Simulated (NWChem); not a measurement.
System: C₂H₄BFO₂; SMILES FB1COCO1

Output (shortened):

```
             Northwest Computational Chemistry Package (NWChem) 7.3.0
             --------------------------------------------------------

                             Geometry "geometry" -> ""
                             -------------------------

 Output coordinates in angstroms (scale by  1.889725989 to convert to a.u.)

  No.       Tag          Charge          X              Y              Z
 ---- ---------------- ---------- -------------- -------------- --------------
    1 F                    9.0000    -0.07565300     2.12926900     0.01643500
    2 B                    5.0000    -0.04401800     0.81088100     0.03075000
    3 C                    6.0000    -1.22840000    -0.23051100    -0.02085300
    4 O                    8.0000    -0.53435000    -1.43246100     0.29328800
    5 C                    6.0000     0.81279800    -1.25543400    -0.00412000
    6 O                    8.0000     1.11784600     0.12465400     0.08207400
    7 H                    1.0000    -1.71094200    -0.28056500    -1.01923000
    8 H                    1.0000    -2.02876200    -0.06991000     0.71783700
    9 H                    1.0000     1.42128400    -1.81698000     0.72221300
   10 H                    1.0000     1.05986700    -1.59447600    -1.03150300

 Effective nuclear repulsion energy (a.u.)     235.3252770976

                              NWChem Property Module
                              ----------------------

  itol2e modified to match energy
  convergence criterion.

                                 NWChem DFT Module
                                 -----------------

 Summary of "ao basis" -> "ao basis" (spherical)
 ------------------------------------------------------------------------------
       Tag                 Description            Shells   Functions and Types
 ---------------- ------------------------------  ------  ---------------------
 F                          def2-svp                 6       14   3s2p1d
 B                          def2-svp                 6       14   3s2p1d
 C                          def2-svp                 6       14   3s2p1d
 O                          def2-svp                 6       14   3s2p1d
 H                          def2-svp                 3        5   2s1p

  itol2e modified to match energy
  convergence criterion.

[...]

          -----------------------
          Electric field gradient
          -----------------------

 1 a.u. = 0.324123 10**(16) esu/cm**3  ( or statvolts/cm**2 ) = 0.97174 10**(22) v/m**2

 ------------------------------------------------------------
   Atom      X         Y         Z
 ------------------------------------------------------------
    1 F   -0.14296   4.02373   0.03106
 ------------------------------------------------------------

 Electric field gradient in molecular frame (a.u.)
         XX             YY             ZZ             XY             XZ             YZ
 ------------------------------------------------------------------------------------------
        1.069196      -1.299901       0.230705       0.050312       0.018966       0.017415

 Principal components (a.u.) and orientation
 of principal axis w.r.t. absolute frame                      Asymmetry parameter eta
 --------------------------------------------------------------------------------------
       -1.301158       1.070709       0.230449                       0.645779

       -0.021131       0.999507      -0.023241
        0.999715       0.021382       0.010612
       -0.011103       0.023011       0.999674

 ------------------------------------------------------------
   Atom      X         Y         Z
 ------------------------------------------------------------
    2 B   -0.08318   1.53234   0.05811
 ------------------------------------------------------------

 Electric field gradient in molecular frame (a.u.)
         XX             YY             ZZ             XY             XZ             YZ
 ------------------------------------------------------------------------------------------
        0.206407       0.104927      -0.311335       0.052952       0.015608       0.001877

 Principal components (a.u.) and orientation
 of principal axis w.r.t. absolute frame                      Asymmetry parameter eta
 --------------------------------------------------------------------------------------
       -0.311805       0.229427       0.082378                       0.471604

       -0.030035       0.919714      -0.391438
       -0.000686       0.391595       0.920137
        0.999549       0.027905      -0.011130

 ------------------------------------------------------------
   Atom      X         Y         Z
 ------------------------------------------------------------
    3 C   -2.32134  -0.43560  -0.03941
 ------------------------------------------------------------

 Electric field gradient in molecular frame (a.u.)
         XX             YY             ZZ             XY             XZ             YZ
 ------------------------------------------------------------------------------------------
        0.108834      -0.179641       0.070807       0.293011      -0.048482       0.094056

 Principal components (a.u.) and orientation
 of principal axis w.r.t. absolute frame                      Asymmetry parameter eta
 --------------------------------------------------------------------------------------
       -0.386331       0.291542       0.094789                       0.509286

       -0.512432       0.844681      -0.154684
        0.828764       0.533631       0.168488
       -0.224863       0.041857       0.973491

 ------------------------------------------------------------
   Atom      X         Y         Z
 ------------------------------------------------------------
    4 O   -1.00978  -2.70696   0.55423
 ------------------------------------------------------------

[...]
```

Level: PBE0/def2-SVP. Coordinates come from a PBE0/def2-SVP optimisation. NWChem prints the field gradient with the sign opposite to the second derivative of the potential.

Question: Reconstruct the input file.

Answer: This is not unique; one that fits is the input that was run:
```
start job
memory heap 200 mb stack 900 mb global 1100 mb
geometry units angstroms noautosym nocenter noautoz
  F     -0.075653     2.129269     0.016435
  B     -0.044018     0.810881     0.030750
  C     -1.228400    -0.230511    -0.020853
  O     -0.534350    -1.432461     0.293288
  C      0.812798    -1.255434    -0.004120
  O      1.117846     0.124654     0.082074
  H     -1.710942    -0.280565    -1.019230
  H     -2.028762    -0.069910     0.717837
  H      1.421284    -1.816980     0.722213
  H      1.059867    -1.594476    -1.031503
end
basis spherical
  * library def2-svp
end
dft
  xc pbe0
  iterations 150
end
property
  efieldgrad
end
task dft property
```
